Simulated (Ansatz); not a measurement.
Compare A (`[SiH3]BOC[SiH3]`) with its isomer B (`BCO[SiH2][SiH3]`).

Program: Ansatz. Geometries: PBE0-D4/def2-TZVP. ΔE: electronic, gas phase. CBS: MP2 limit from def2 TZ/QZ plus the TZ coupled-cluster correction, frozen cores. DFT in def2-TZVPP. B3LYP here is the variant with VWN-RPA as its local correlation; programs differ in this. One conformer a species, not always the lowest.

A:

Z-matrix (Å, degrees):
```
Si
B 1 2.024
H 1 1.488 2 113.3
H 1 1.491 2 110.0 3 -121.5
H 1 1.492 2 109.7 3 121.2
O 2 1.339 1 119.3 3 -3.2
H 2 1.209 1 121.4 3 177.0
C 6 1.426 2 123.9 1 -179.7
Si 8 1.900 6 118.8 2 -2.3
H 8 1.095 6 107.4 2 121.2
H 8 1.095 6 107.2 2 -125.3
H 9 1.484 8 112.4 6 -61.2
H 9 1.489 8 103.5 6 -178.6
H 9 1.484 8 112.8 6 64.0
```

B:

Z-matrix (Å, degrees):
```
C
O 1 1.414
B 1 1.548 2 115.3
H 1 1.106 2 111.3 3 122.5
H 1 1.106 2 111.1 3 -122.7
Si 2 1.649 1 122.2 3 179.5
H 3 1.194 1 122.1 2 0.3
H 3 1.197 1 117.4 2 -179.8
Si 6 2.350 2 112.5 1 63.8
H 6 1.495 2 110.2 1 -57.3
H 6 1.484 2 106.1 1 -175.3
H 9 1.488 6 111.2 2 59.7
H 9 1.489 6 109.3 2 179.7
H 9 1.490 6 111.2 2 -61.0
```

Q: Which is lower in electronic energy at CCSD(T)/CBS, and by how much? (Estimate.)

A: Ansatz gave: A, by 6.0 kcal/mol.

Q: Give E(B) − E(A) in kcal/mol with PBE0-D4, B3LYP, B2PLYP, HF/def2-TZVPP, r2SCAN-D4, PBE-D4, CCSD(T)/def2-TZVPP. (Estimate.)

A: Computed: PBE0-D4 6.3, B3LYP 5.9, B2PLYP 5.9, HF/def2-TZVPP 1.5, r2SCAN-D4 5.9, PBE-D4 7.8, CCSD(T)/def2-TZVPP 6.8. None reverses the order clearly.

Largest T1 diagnostic: 0.015.

From PBE to PBE0 (25 % exact exchange), in def2-TZVPP and without D4, E(B) − E(A) moves by −1.5 kcal/mol. In def2-TZVPP, CCSD(T) changes the Hartree–Fock value by +5.3 kcal/mol (the triples alone add +1.0 kcal/mol) and MP2 by +4.5 kcal/mol.
